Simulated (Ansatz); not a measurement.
**One elementary step**

Start structure (SiH5SBrO, singlet), relaxed at PBE0-D4/def2-TZVP:

```tsv
atom	x (Å)	y (Å)	z (Å)
Si1	-0.5678	0.5639	-0.5694
Br2	1.6327	0.5702	-0.9569
H3	-1.0044	-0.8387	-0.7377
H4	-0.8175	1.1143	0.7725
O5	-1.3229	1.5693	-1.6150
H6	1.4186	-0.6235	2.3686
S7	0.5762	-1.6447	2.1522
H8	-1.2393	1.3982	-2.5544
H9	1.3245	-2.1092	1.1403
```

The step: SiH₃BrO ([OH][SiH2][Br]) + H₂S → SiH₄SO ([OH][SiH2][SH]) + HBr; bonds formed: Si1–S7, Br2–H6; bonds broken: Si1–Br2, H6–S7. Computed with Ansatz 0.2.0 (basis: def2-TZVPP and def2-QZVPP); correlated methods freeze the cores. Filled d shells of the heavier atoms are correlated. The def2 sets are not built for correlating such inner shells, so the correlated values are less sure here. Extrapolation: Hartree–Fock as exp(−7.88 √X), correlation as X^−2.97. Energies below are by CCSD(T) at an estimated basis limit (MP2 extrapolated from triple and quadruple zeta, plus CCSD(T) − MP2 in triple zeta).

(1) What are the electronic barrier and the energy of the step, from the start structure to the end structure? (An estimate is asked for; the value comes from the calculation.)

The T1 diagnostic stays at or below 0.012.

Results:

(1) The calculation gives: Barrier 30.10 kcal/mol; step energy 7.44 kcal/mol (uphill); reverse barrier, their difference, 22.65 kcal/mol. Barrier and step energy count from the start structure, the reverse barrier from the end structure.

The saddle point: One imaginary mode of 281i cm⁻¹.
| pair | start (Å) | saddle (Å) | end (Å) |
| --- | --- | --- | --- |
| Si1–S7 | 3.69 | 2.34 | 2.17 |
| Br2–H6 | 3.54 | 2.26 | 1.45 |
| Si1–Br2 | 2.23 | 2.77 | 4.09 |
| H6–S7 | 1.34 | 1.38 | 2.27 |

Zero-point energy (harmonic, PBE0-D4): ZPE is 30.73 kcal/mol at the start and 31.59 kcal/mol at the saddle, so the barrier goes from 30.10 to 30.95 kcal/mol.

Labels in which every atom is bracketed show which atoms are joined, not bond orders.

For scale, one of the runs: CCSD(T)/def2-TZVPP, 233 basis functions, launched by `ansatz run in.yaml --threads 8 --pin off --events-out ev --progress --plain --max-ram 19148MiB`. Hardware: 8 CPU threads of an AMD EPYC 9R45, shared host. Wall time 23 s; peak host memory 4 GiB.
